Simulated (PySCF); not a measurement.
Se(SH)(SiH3) (H₄SSeSi), SMILES [SiH3][Se]S. Atoms are numbered in the order given.

```xyz
7

Se     0.3782    -0.1950     0.6570
S      0.7175     1.4917    -0.7791
H     -0.1279     2.3745    -0.1929
Si    -1.3589    -1.1165    -0.5285
H     -0.9154    -1.4922    -1.9003
H     -2.4963    -0.1552    -0.6128
H     -1.7741    -2.3331     0.2333
```

Geometry optimised at r2SCAN-D4/def2-SVP. The values are those of a single conformer.

These are r2SCAN-D4/def2-SVP (PySCF) values and carry that method's errors.

Frequencies are harmonic and unscaled.

Computed harmonic wavenumbers and intensities:
```
mode  ν (cm⁻¹)  IR (km/mol)  moving atoms (share of kinetic energy)
----  --------  -----------  --------------------------------------
1          117          0.4        S 38 %, Si 31 %, Se 18 %, H 12 %
2          162          0.4                                  H 95 %
3          256         20.6                                  H 95 %
4          381          4.4                Si 35 %, Se 30 %, S 29 %
5          388          7.3                S 42 %, Si 29 %, Se 25 %
6          588         10.5                         H 85 %, Si 12 %
7          592         11.5                                  H 91 %
8          821          5.9                                  H 97 %
9          895        316.5                                  H 92 %
10         920         44.1                                  H 97 %
11         944         49.1                                  H 97 %
12        2216         91.6                                  H 98 %
13        2232         86.6                                  H 96 %
14        2242         82.1                                  H 96 %
15        2655          0.3                                  H 97 %
```
